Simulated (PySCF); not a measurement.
## Correlation energy of Cu(2+) (copper, charge +2)

Starting occupation: [Ar] 3d9, 3d3/2 with m_j = -1/2, +1/2, +3/2, 3d5/2 with m_j = -5/2, -3/2, -1/2, +1/2, +3/2, +5/2. Calculation: PySCF 2.14, in x2c-TZVPall-2c; X2C-1e with screened-nucleus spin-orbit coupling, Gaussian nucleus. Frozen: [Ne]; 17 electrons correlated; the 6 highest virtual spinors left out.

MP2 pair energies summed by pair of shells (mhartree):

```tsv
pair	energy	share (%)
3d-3d	-262.80	49.6
3d-3p	-161.36	30.4
3p-3p	-46.69	8.8
3d-3s	-37.59	7.1
3p-3s	-18.71	3.5
3s-3s	-2.90	0.5
```

Total MP2 correlation energy: -530.05 mhartree.

The GHF reference relaxed away from the jj start to a determinant that is no pure jj level (⟨S²⟩ = 0.75, ⟨J²⟩ = 3.76); the energies belong to that determinant.

This basis was not built for core-valence correlation, so the inner-shell part is incomplete.
